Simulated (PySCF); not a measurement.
fluoroethane cation (C₂H₅F), SMILES CCF (connectivity only; charge and spin as stated), charge +1, multiplicity 2. Geometry optimised at PBE0-D3(BJ)/def2-TZVP. The multiplicity is an assumed one; other spin states were not compared.

Level of theory: PBE0-D3(BJ)/def2-TZVP (PySCF).

Harmonic wavenumbers (cm⁻¹): 118, 454, 510, 763, 925, 936, 992, 1075, 1179, 1278, 1308, 1420, 1444, 2231, 2562, 2923, 2929, 3172. Rotational constants (GHz): 40.86, 9.506, 8.376; symmetry number 1.

Question: Work out the zero-point energy and the ideal-gas rigid-rotor harmonic-oscillator thermochemistry at 298.15 K and 1 atm.

Answer: ZPE = ½ Σ hcν = ½ × 26218 cm⁻¹ = 37.48 kcal/mol. H − E(el) = 40.78 kcal/mol. Entropy in cal/(mol K): translation 37.53, rotation 22.12, vibration 5.33, spin 1.38, total 66.36. G − E(el) = 21.00 kcal/mol. Cp = 15.51 cal/(mol K). Modes under 150 cm⁻¹ make the vibrational entropy uncertain.
